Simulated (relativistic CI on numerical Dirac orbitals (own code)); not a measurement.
**Level scheme of Hf⁺**

These numbers are calculated, not measured: Dirac-Coulomb-Breit CI, orbitals from a KLI potential per configuration, model QED (radiative potential, 1s self-energy scaled to tabulated hydrogen-like ionisation energies), valence Slater integrals scaled by 0.85, P86 correlation energy added to each configuration (own radial code, finite nucleus).

CI space (outside the closed core [Xe] 4f14): 5d 6s2, 5d2 6s, 5d 6s 6p, 5d2 6p, 5d3, 6s2 6p, 5d 6s 6d, 5d2 6d, 5d 6s 6f, 6s2 5f, 5d 6s 6g, 6s2 7p, 5d2 5f, 6s2 5g, 5d 6p2, 6p3, 5f 6p2, 6s 6p2, 6p2 6d, 6p2 6f. Double excitations out of closed p, d and f shells are left out; levels of such configurations are missing from the list, as are those of other unlisted configurations, and high levels can miss mixing partners. These lack a partner that the ground configuration has and come out too high: 6s2 7p, 6s2 5g.

The lowest level is 5d 6s2 2D_3/2, with 74 % of that term; Hund's rules for 5d 6s2 give 2D with J = 3/2, in agreement.

```tsv
No.	Configuration	Term	J	E (cm⁻¹)	%	Landé g	jj configuration (%)
1	5d 6s2	2D	3/2	0.0	74	0.784	5d3/2 (74)
2	5d 6s2	2D	5/2	2470.3	54	1.166	5d5/2 (54)
3	5d2(3F) 6s	4F	3/2	2769.0	94	0.421	5d3/2^2 6s (66)
4	5d2(3F) 6s	4F	5/2	3779.3	79	1.063	5d3/2 5d5/2 6s (54)
5	5d2(3F) 6s	4F	7/2	4802.5	98	1.237	5d3/2 5d5/2 6s (87)
6	5d2(3F) 6s	4F	9/2	6405.9	99	1.332	5d5/2^2 6s (71)
7	5d2(3P) 6s	4P	1/2	10782.7	96	2.624	5d3/2^2 6s (55)
8	5d2(3P) 6s	4P	3/2	11479.8	97	1.712	5d3/2 5d5/2 6s (95)
9	5d2(3F) 6s	2F	5/2	11534.8	58	1.070	5d3/2^2 6s (41)
10	5d2(3P) 6s	4P	5/2	12185.9	65	1.354	5d3/2 5d5/2 6s (84)
11	5d2(3P) 6s	2P	3/2	13196.4	36	1.106	5d3/2 5d5/2 6s (53)
12	5d2(3P) 6s	2P	1/2	13383.2	61	0.716	5d3/2 5d5/2 6s (52)
13	5d2(3F) 6s	2F	7/2	14052.4	78	1.109	5d3/2 5d5/2 6s (59)
14	5d2(1D) 6s	2D	3/2	15762.5	30	0.932	5d5/2^2 6s (52)
15	5d2(1D) 6s	2D	5/2	16027.0	54	1.222	5d5/2^2 6s (61)
16	5d2(1G) 6s	2G	9/2	16198.5	81	1.117	5d3/2 5d5/2 6s (58)
17	5d2(1G) 6s	2G	7/2	16356.6	67	0.930	5d5/2^2 6s (42)
18	5d3	4F	3/2	16631.5	76	0.520	5d3/2^3 (34)
19	5d3	4F	5/2	17373.4	92	1.042	5d3/2^2 5d5/2 (70)
20	5d3	4F	7/2	18454.6	96	1.229	5d3/2 5d5/2^2 (76)
21	5d3	4F	9/2	19719.7	95	1.324	5d3/2 5d5/2^2 (46)
22	5d3	4P	1/2	24282.2	97	2.644	5d3/2^2 5d5/2 (57)
23	5d3	4P	3/2	24648.3	94	1.710	5d3/2^2 5d5/2 (41)
24	5d 6s 6p	4F°	3/2	25088.2	76	0.497	5d3/2 6s 6p1/2 (91)
25	5d3	4P	5/2	25453.0	97	1.592	5d3/2 5d5/2^2 (62)
26	5d 6s 6p	4F°	5/2	26477.5	54	1.077	5d3/2 6s 6p1/2 (68)
27	5d3	2H	9/2	26585.8	56	1.002	5d3/2^2 5d5/2 (77)
28	6s2 6p	2P°	1/2	26735.4	37	0.471	5d3/2 6s 6p1/2 (52)
29	5d3	2G	7/2	26841.8	80	0.893	5d3/2 5d5/2^2 (42)
30	5d3	2H	11/2	28844.3	100	1.091	5d3/2 5d5/2^2 (100)
31	5d3	2D	3/2	28908.5	80	0.837	5d3/2 5d5/2^2 (49)
32	5d 6s 6p	4D°	3/2	29069.7	64	1.218	5d3/2 6s 6p1/2 (54)
33	5d3	2G	9/2	29327.5	48	1.025	5d5/2^3 (53)
34	5d2(1S) 6s	2S	1/2	29821.3	90	1.974	5d5/2^2 6s (62)
35	5d 6s 6p	4F°	5/2	29905.6	35	1.105	5d5/2 6s 6p1/2 (51)
36	5d 6s 6p	4F°	7/2	30256.6	83	1.253	5d5/2 6s 6p1/2 (53)
37	5d3	2D	5/2	30520.9	86	1.203	5d3/2 5d5/2^2 (51)
38	5d 6s 6p	4D°	1/2	30602.4	60	0.237	5d3/2 6s 6p3/2 (38)
39	5d 6s 6p	2D°	3/2	30695.2	58	0.804	5d5/2 6s 6p1/2 (39)
40	5d 6s 6p	4D°	5/2	31163.2	65	1.332	5d5/2 6s 6p1/2 (49)
41	5d2(3F) 6p	4G°	5/2	32031.9	32	0.914	5d3/2^2 6p1/2 (44)
42	6s2 6p	2P°	3/2	33459.1	30	1.350	5d3/2 6s 6p3/2 (41)
43	5d 6s 6p	4D°	7/2	33562.4	78	1.397	5d5/2 6s 6p3/2 (50)
44	5d 6s 6p	4F°	9/2	34150.6	95	1.333	5d5/2 6s 6p3/2 (95)
45	5d3	2P	1/2	34434.9	58	0.718	5d3/2 5d5/2^2 (39)
```

Energies count from the lowest computed level; ° marks odd parity. Percentages are summed over parent terms; the parents shown are those of the largest component, closed shells are left out there. Filled j subshells are mostly left out of the jj labels.

The mean weight of the leading LS term, summed over parents, in these 45 levels is 72 %, and that of the leading jj configuration (from the same eigenvectors) 59 %, so LS coupling describes them better.

For a near-neutral ion this model can misplace configurations by up to about 10,000 cm⁻¹ (more where the count of f electrons changes) and terms by 10 to 25 % of their spread. Rates follow the energies as ν³ (E1, M1) or ν⁵ (E2), so they and the lifetimes can be off by large factors. The fine structure of a lone outer electron comes out too small, for d and f at times inverted, and misplaced configurations move strength between like terms. 11 of the 18 excited levels that our extract of the measured tables holds in this range could be paired (the sources list more); they are missed by 2601 cm⁻¹ on average and 4343 at most, and levels without a partner can miss by more. Some levels of the ground configuration have no partner and can miss by 10 % or more.

LS names give the leading component of a level, which can be under half, so a name can repeat, a term be missing and a line seem to break the LS rules.
